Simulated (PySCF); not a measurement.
**Radial density of Cl²⁺ (chlorine, charge +2)**

BP86, [Ne] 3s2 3p3, high-spin 4S determinant. All numbers are calculated (PySCF 2.14, the spin-free X2C one-electron Hamiltonian (Gaussian nucleus), in x2c-TZVPPall with one added diffuse shell each of s, p, d type (6s6p4d1f, 51 functions)).

| r (bohr) | 4πr²ρ (e/bohr) | 4πr²(ρα − ρβ) |
| --- | --- | --- |
| 0.00155 | 0.1100 | 0.0000 |
| 0.00261 | 0.2943 | 0.0000 |
| 0.00439 | 0.7520 | 0.0001 |
| 0.00739 | 1.865 | 0.0002 |
| 0.0124 | 4.334 | 0.0005 |
| 0.0209 | 9.021 | 0.0018 |
| 0.0352 | 15.52 | 0.0083 |
| 0.0592 | 19.64 | 0.0388 |
| 0.0995 | 16.33 | 0.1555 |
| 0.167 | 13.44 | 0.4095 |
| 0.282 | 18.99 | 0.4843 |
| 0.474 | 13.52 | 0.0250 |
| 0.797 | 3.850 | 0.7481 |
| 1.34 | 3.923 | 2.2009 |
| 2.25 | 1.241 | 0.8468 |
| 3.79 | 0.03756 | 0.0291 |
| 6.38 | 1.467e-05 | 0.0000 |

Densities and radii are taken from the X2C orbitals without a picture-change correction, which distorts them close to the nucleus.
